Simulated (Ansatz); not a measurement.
Consider the ligand exchange at the In–C bond: `N=[C]([SeH])[InH2]` + `[AsH3]` → `[AsH2][InH2]` + `N=C[SeH]`.

Program: Ansatz. Geometries: PBE0-D4/def2-TZVP. ΔE: electronic, gas phase. CCSD(T)/CBS adds triple-zeta CCSD(T) − MP2 to the extrapolated MP2 energy (def2 sets, frozen cores). Functionals use def2-TZVPP. HSE06 is defined as in plane-wave codes. Elements past krypton have def2 core potentials. For As, In, Se outer-core shells are correlated without core-valence functions, which leaves a few kJ/mol of doubt a bond. Scalar relativity is left out up to krypton. One conformer a species, not always the lowest.

`N=[C]([SeH])[InH2]`:

```xyz
8

N     0.117    1.400   -0.795
C     0.218    0.192   -0.438
Se    1.210   -1.032   -1.528
In   -0.668   -0.669    1.378
H    -0.434    1.947   -0.133
H     1.579   -0.043   -2.556
H    -1.529    0.528    2.273
H    -0.494   -2.324    1.800
```

`[AsH3]`:

```xyz
4

As    0.082    0.018   -0.630
H    -0.565   -1.145    0.106
H     1.222    0.091    0.376
H    -0.739    1.036    0.147
```

`[AsH2][InH2]`:

Cartesian coordinates in Å:
```
As -0.842 -0.071 -1.351
In 0.866 0.351 0.551
H -0.902 -1.559 -1.035
H -2.016 0.252 -0.438
H 0.681 1.744 1.552
H 2.212 -0.716 0.720
```

`N=C[SeH]`:

Z-matrix (Å, degrees):
```
C
Se 1 1.903
N 1 1.257 2 119.6
H 1 1.094 2 114.0 3 180.0
H 2 1.468 1 94.0 3 -180.0
H 3 1.018 1 111.3 2 -180.0
```

Problem. Is it downhill or uphill in electronic energy at CCSD(T)/CBS, and by how much? (Best estimate.)

Solution. Computed: Downhill: ΔE = -82.6 kJ/mol.

Problem. What do these levels give: HSE06-D4, ωB97X-V, PBE, HSE06, CAM-B3LYP, CCSD/CBS(def2)? (Best estimate.)

Solution. Ansatz gave: HSE06-D4 -89.2, ωB97X-V -83.1, PBE -85.3, HSE06 -91.4, CAM-B3LYP -86.1, CCSD/CBS(def2) -86.6 kJ/mol.

Problem. What do rigid-rotor, harmonic-oscillator terms from PBE0-D4/def2-TZVP frequencies (298.15 K, 1 bar) make of the CCSD(T)/CBS value? (An estimate is asked.)

Solution. Computed: ΔZPE = +10.3 kJ/mol, ΔH = -74.0 kJ/mol, ΔS = 11 J/(mol·K), ΔG = -77.4 kJ/mol.

Largest T1 diagnostic among the species: 0.014.

In def2-TZVPP, CCSD(T) changes the Hartree–Fock value by +19.3 kJ/mol (the triples alone add +4.0 kJ/mol) and MP2 by +17.6 kJ/mol. From BLYP to BHLYP (50 % exact exchange), in def2-TZVPP and without D4, ΔE moves by −10.2 kJ/mol. The D4 term adds +4.4 kJ/mol with B3LYP and +2.3 kJ/mol with PBE0; it sums over pairs of atoms, weighted by their polarisabilities, and B3LYP, whose exchange is more repulsive, gets the larger term.

B3LYP here is the variant with VWN-RPA as its local correlation; programs differ in this.
